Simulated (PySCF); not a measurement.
BrSi, SMILES [Si]Br (connectivity only; charge and spin as stated), neutral, multiplicity 2. Coordinates come from a PBE-D3(BJ)/def2-TZVP optimisation.

Level of theory: PySCF with PBE-D3(BJ)/def2-TZVP.

Harmonic wavenumbers (cm⁻¹): 406. Rotational constants (GHz): 4.804 (linear); symmetry number 1.

Q: Work out the zero-point energy and the ideal-gas rigid-rotor harmonic-oscillator thermochemistry at 298.15 K and 1 atm.

A: ZPE = ½ Σ hcν = ½ × 406 cm⁻¹ = 2.43 kJ/mol. H − E(el) = 11.90 kJ/mol. Entropy in J/(mol K): translation 167.14, rotation 67.89, vibration 3.94, spin 5.76, total 244.73. G − E(el) = -61.07 kJ/mol. Cp = 35.20 J/(mol K).
